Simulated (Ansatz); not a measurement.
Species: C₄H₅ClSi, SMILES `ClC1=CC=C[SiH2]1` (charge 0, multiplicity 1).

Question: Give a relaxed geometry from B3LYP-D3(BJ)/def2-TZVP (Ansatz, an electronic-structure program).

Answer: the end point of this relaxation (outside a Z-matrix the atoms follow the SMILES, hydrogens last).
Cartesian coordinates (Å) in one orientation:
```xyz
11

Cl     2.968    -0.032     0.425
C      1.258    -0.081     0.175
C      0.560    -1.211    -0.017
C     -0.894    -1.028    -0.212
C     -1.381     0.225    -0.181
Si     0.060     1.369     0.120
H      1.006    -2.199    -0.033
H     -1.513    -1.905    -0.372
H     -2.432     0.439    -0.315
H      0.355     2.308    -0.986
H      0.012     2.115     1.397
```
